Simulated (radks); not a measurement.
The numbers below are computed, except where a source is named.
Ionisation of Se, [Ar] 3d10 4s2 4p4, to Se+, [Ar] 3d10 4s2 4p3, under several functionals. Dirac Kohn-Sham, spin-unpolarised, spherical densities, point nucleus; open shells are shared between the two j in proportion to 2j + 1; a radial shooting solver on a logarithmic mesh with Libxc functionals.

functional                                        E(Se) (hartree)  Exc (hartree)  IE (eV)  -e(HOMO) (eV)  <r> HOMO (bohr)  IE error (eV)
PBEsol                                                -2428.44956      -86.21154   10.854          6.387            2.314         +1.102
LDA (Slater exchange, Perdew-Zunger correlation)      -2426.93443      -84.67109   11.013          6.535            2.315         +1.261
BP86                                                  -2430.76289      -88.56353   10.968          6.503            2.315         +1.216
OLYP                                                  -2431.13821      -89.01345   10.728          6.255            2.317         +0.976
exchange-only B88                                     -2428.89859      -86.66217    9.946          5.538            2.353         +0.194
PW91                                                  -2430.62991      -88.43214   10.906          6.438            2.318         +1.154

NIST Atomic Spectra Database: 9.752 eV (measured). Closest: exchange-only B88. The Delta-SCF values span 1.07 eV, the total energies 4.20 hartree. The highest occupied level is 4p3/2. Spin polarisation and multiplet splitting are left out, so open shells lie too high by an amount that depends on their filling. Sharing an open shell by 2j + 1 raises it above the true ground level by a part of the spin-orbit splitting, which enters the differences from NIST.

Beside tabulated values, note that spin-unpolarised runs miss the spin-polarisation part of the exchange energy of open shells.
